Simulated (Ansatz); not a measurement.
Li₃Br₄, relaxed as a doublet with UKS r2SCAN-D4/def2-SVP in Ansatz, starting from the GFN1-xTB geometry. Force threshold 0.02 eV/Å.

The structure comes from a short search, and lower isomers may exist.

Start:

```csv
atom,x (Å),y (Å),z (Å)
Li1,1.459,0.687,0.172
Li2,-1.478,0.545,0.432
Li3,0.021,-1.846,-0.840
Br4,0.142,1.064,2.208
Br5,2.275,-1.285,-0.830
Br6,-0.173,2.325,-0.663
Br7,-2.245,-1.490,-0.478
```

Question: Estimate the energy that the relaxation releases and the steps that it takes.

Answer: 0.22 eV, in 7 steps; 58 s on 4 threads of Arm Neoverse V1 on a shared host. No frequencies were taken in this run, so the end may be a saddle point.

Question: Does the start keep its bonding and symmetry?

Answer: By distances, no bond broke or formed. The bond that changes most is Li1–Br4, from 2.45 to 2.57 Å (atoms count from 1). The end is the same structure that another start reached, the lowest one found. Point group Cs at the start, C2v at the end, both within 0.05 Å; within 0.015 Å the end is Cs.

Question: Predict the relaxed structure.

Answer: 
Cartesian coordinates in Å:
```
Li 1.660 0.739 0.161
Li -1.672 0.579 0.435
Li 0.020 -2.110 -0.972
Br 0.121 1.216 2.163
Br 2.231 -1.318 -0.830
Br -0.158 2.423 -0.493
Br -2.202 -1.530 -0.464
```
Bond lengths (bridged metal pairs left out): 8 × Br–Li 2.35 to 2.57 Å.
